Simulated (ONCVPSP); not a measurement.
## Rh (Z = 45): one change to an ONCV potential, before and after

```
Element                 : rhodium (Rh)
Generator               : ONCVPSP 4.0.1
Type                    : optimised norm-conserving Vanderbilt (ONCV)
Functional              : PBE
Relativity              : scalar-relativistic
Frozen core             : [Kr]
Valence charge          : 9
Reference configuration : 4d8 5s0.5 5p0.5
Partial waves           : 5s: rc 2.80 bohr, ncon 5, nbas 9, qcut 1.9 1/bohr, 2 projectors, debl 2.9 Ha; 5p: rc 3.20 bohr, ncon 4, nbas 7, qcut 2.8 1/bohr, 2 projectors, debl 4 Ha; 4d: rc 1.70 bohr, ncon 5, nbas 9, qcut 10.9 1/bohr, 1 projector; f scattering state at 0.35 Ha: rc 3.20 bohr, ncon 4, nbas 8, qcut 4 1/bohr, 1 projector
Local potential         : polynomial inside 1.30 bohr (lpopt 2, dvloc0 3 Ha)
Core correction         : none
```

All-electron outer shells of the reference configuration (PBE, scalar-relativistic, ld1.x):

| shell | level (eV) | outermost node (bohr) | outermost maximum (bohr) |
| --- | --- | --- | --- |
| 4s | -83.42 | 0.47 | 0.88 |
| 4p | -51.36 | 0.47 | 0.94 |
| 4d | -6.85 | 0.46 | 1.14 |
| 5s | -4.93 | 1.19 | 2.63 |
| 5p | -1.33 | 1.35 | 3.78 |

Change: d: rc 2.02.

Cutoffs: the cutoffs (Ha) at which the residual kinetic energy of the hardest occupied pseudo-wave falls to 1 and 0.1 mHa per electron; they do not see the model core or the augmentation charge, which bear on the density cutoff. Errors are all-electron minus pseudo energies relative to the spin-unpolarised reference configuration.

**Question.** How do hardness, ghosts and transferability respond?

**Answer.** The potential gets softer (28 Ha and 33 Ha → 23 Ha and 27 Ha); the errors of the 3 common tests hardly move; neither file shows a bound ghost. A larger radius leaves more room for a smooth pseudo-wave, so fewer plane waves are needed.

```csv
quantity,base,changed
"cutoff, loose",28 Ha,23 Ha
"cutoff, tight",33 Ha,27 Ha
loose cutoff by channel,"s 13 Ha, p 1.9 Ha, d 28 Ha","s 13 Ha, p 1.9 Ha, d 23 Ha"
bound ghosts,none,none
GHOST(+) flags under 300 eV,"s at 72.7 eV, p at 120.8 eV","s at 72.7 eV, p at 120.8 eV"
tests with a reliable result,3 of 4,3 of 4
"error for 4d8 5s1 5p0, meV [ΔE -1.76 eV]",+1.4,+1.4
"error for 4d8 5s0 5p0, meV [ΔE 5.70 eV]",+6.1,+6.4
"error for 4d7 5s1 5p0, meV [ΔE 9.37 eV]",-21,-20
s: phases at 2.85 bohr within 0.05 rad from the reference energy up to (Ha; the scan ends near 5),1.8,1.8
p: phases at 3.25 bohr within 0.05 rad from the reference energy up to (Ha; the scan ends near 5),n/a,n/a
f: phases at 3.25 bohr within 0.05 rad from the reference energy up to (Ha; the scan ends near 5),1.3,1.3
```
